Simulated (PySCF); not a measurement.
Compound: C₅H₁₂Si.
SMILES with atom numbers: `[CH2:1]=[CH:2][Si:3]([CH3:4])([CH3:5])[CH3:6]` (hydrogens: H7, H8 on C1; H9 on C2; H10, H11, H12 on C4; H13, H14, H15 on C5; H16, H17, H18 on C6)

The same species was optimised twice, with GFN2-xTB and with PBE0-D3(BJ)/def2-SVP (PySCF), and the same property calculations (PySCF, gas phase) were run on both structures.

| coordinate | GFN2-xTB | PBE0-D3(BJ)/def2-SVP | change |
| --- | --- | --- | --- |
| Si3–C5 (Å) | 1.910 | 1.884 | -0.026 |
| Si3–C6 (Å) | 1.907 | 1.881 | -0.026 |
| Si3–C4 (Å) | 1.909 | 1.884 | -0.025 |
| C2–Si3 (Å) | 1.895 | 1.879 | -0.016 |
| C1=C2 (Å) | 1.324 | 1.338 | +0.014 |
| C2–Si3–C6 (°) | 110.9 | 109.7 | -1.2 |
| C5–Si3–C6 (°) | 109.4 | 109.9 | +0.5 |
| C2–Si3–C4 (°) | 108.5 | 109.0 | +0.5 |
| C1–C2–Si3 (°) | 125.4 | 125.0 | -0.4 |
| C2–Si3–C5 (°) | 108.6 | 108.9 | +0.3 |
| C4–Si3–C5 (°) | 109.4 | 109.2 | -0.2 |
| C4–Si3–C6 (°) | 110.0 | 110.1 | +0.1 |
| C1–C2–Si3–C4 (°) | -138 | -121 | +17 |

Rotational constants: A = 3007, B = 1924, C = 1896 MHz (GFN2-xTB) against A = 3087, B = 1948, C = 1923 MHz (PBE0-D3(BJ)/def2-SVP). Point groups within 0.08 Å: C1 and Cs. Atoms that the bonding makes alike are paired by their places after alignment.

On the GFN2-xTB structure: HOMO (eV) -7.64 [PBE0/pcSseg-1]; LUMO (eV) -0.06 [PBE0/pcSseg-1]; dipole (D) 0.12 [PBE0/pcSseg-1]; GIAO shielding of C1 (ppm) 47.8 [PBE0/pcSseg-1]; GIAO shielding of C2 (ppm) 38.1 [PBE0/pcSseg-1]; GIAO shielding of Si3 (ppm) 356.0 [PBE0/pcSseg-1]; GIAO shielding of C4/C5/C6 (mean) (ppm) 188.1 [PBE0/pcSseg-1].

Question: What do these properties become on the PBE0-D3(BJ)/def2-SVP structure?

Answer: 
```csv
property,level,on GFN2-xTB,on PBE0-D3(BJ)/def2-SVP,change
HOMO (eV),PBE0/pcSseg-1,-7.64,-7.60,+0.04
LUMO (eV),PBE0/pcSseg-1,-0.06,-0.10,-0.04
dipole (D),PBE0/pcSseg-1,0.12,0.15,+0.03
"energy, GFN2-xTB geometry as zero (kcal/mol)",PBE0/pcSseg-1,0.0,-1.4,-1.4
GIAO shielding of C1 (ppm),PBE0/pcSseg-1,47.8,43.9,-3.9
GIAO shielding of C2 (ppm),PBE0/pcSseg-1,38.1,35.2,-2.9
GIAO shielding of Si3 (ppm),PBE0/pcSseg-1,356.0,358.2,+2.2
GIAO shielding of C4/C5/C6 (mean) (ppm),PBE0/pcSseg-1,188.1,186.0,-2.1
```

The heavy atoms differ by 0.092 Å rms after alignment (one structure mirrored). Among bonds between heavy atoms Si3–C4, Si3–C5 and Si3–C6 change most and about equally (-0.026 to -0.025 Å). Changes are differences of the printed values. Neither structure is proved a minimum here.

The values belong to the conformer `[CH2:1]=[CH:2][Si:3]([CH3:4])([CH3:5])[CH3:6]`: C1–C2–Si3–C4 -121°.
